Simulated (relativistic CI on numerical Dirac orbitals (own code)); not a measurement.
# Slater and spin-orbit integrals, Au LX

These numbers are calculated, not measured: Dirac-Coulomb-Breit CI, separate exchange-only KLI orbitals for each configuration, a model potential for QED, unscaled Slater integrals (own radial code, finite nucleus).

Slater integrals F^k, G^k are unscaled and averaged over j, outside the closed core [Ne]; ζ comes from projecting the Hamiltonian with its Breit term on Σ l·s of the shell.

- 3s2 3p6 3d2: F^2(3d,3d) = 669170, F^4(3d,3d) = 432930, ζ(3d) = 332750 cm⁻¹; <r>(3d) = 0.1532, <r^2>(3d) = 0.02714 (bohr units).
- 3s2 3p5 3d3: ζ(3p) = 2.4912e+06, F^2(3d,3d) = 668370, F^4(3d,3d) = 432400, F^2(3p,3d) = 573650, G^1(3p,3d) = 601920, G^3(3p,3d) = 404270, ζ(3d) = 330400 cm⁻¹; <r>(3p) = 0.1716, <r^2>(3p) = 0.03418, <r>(3d) = 0.1534, <r^2>(3d) = 0.0272 (bohr units).
- 3s 3p6 3d3: F^2(3d,3d) = 668080, F^4(3d,3d) = 432200, G^2(3s,3d) = 468080, ζ(3d) = 331700 cm⁻¹; <r>(3s) = 0.1734, <r^2>(3s) = 0.03444, <r>(3d) = 0.1535, <r^2>(3d) = 0.02722 (bohr units).

Question: Give the Racah parameters of the d shell in 3s2 3p6 3d2.

Answer: B = F²/49 − 5F⁴/441 = 8748 cm⁻¹ and C = 35F⁴/441 = 34359 cm⁻¹.

Averages of the first 10 configurations, taken without configuration mixing, which lowers the lowest level and can move excited configurations by several eV; other configurations of the list can lie among them:

```
 Configuration  Parity  States  Average energy above the lowest level (eV)
   3s2 3p6 3d2    even      45                                       130.7
   3s2 3p5 3d3     odd     720                                       658.9
    3s 3p6 3d3    even     240                                      1216.0
 3s2 3p6 3d 4s    even      20                                      2500.7
 3s2 3p6 3d 4p     odd      60                                      2714.2
 3s2 3p6 3d 4d    even     100                                      2928.3
3s2 3p5 3d2 4s     odd     540                                      3017.3
 3s2 3p6 3d 4f     odd     140                                      3072.4
3s2 3p5 3d2 4p    even    1620                                      3231.2
3s2 3p5 3d2 4d     odd    2700                                      3444.6
```
